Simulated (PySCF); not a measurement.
**How methods differ on the ionisation energy of Si⁺**

Si⁺ [Ne] 3s2 3p1 (2P) → Si²⁺ [Ne] 3s2 (1S), as a difference of total energies. All numbers are calculated (PySCF 2.14, the non-relativistic Hamiltonian (point nucleus), in def2-QZVPPD (10s6p5d2f1g, 76 functions)). Correlated levels: valence: [Ne] frozen. The calculations carry no spin-orbit coupling.

| method | ionisation energy (eV) | plus first-order spin-orbit estimate | error of that sum (eV) |
| --- | --- | --- | --- |
| UHF | 15.846 | 15.867 | -0.479 |
| MP2 (valence) | 16.139 | 16.160 | -0.186 |
| SCS-MP2 (valence) | 16.131 | 16.151 | -0.195 |
| CCSD (valence) | 16.241 | 16.262 | -0.084 |
| CCSD(T) (valence) | 16.274 | 16.294 | -0.052 |

Reference: 16.346 eV (measured; NIST Atomic Spectra Database, ionization energies).

A first-order spin-orbit estimate (lowest level to lowest level, LS coupling) adds 0.021 eV.

Errors of the correlated levels include the incompleteness of this basis and the frozen core.
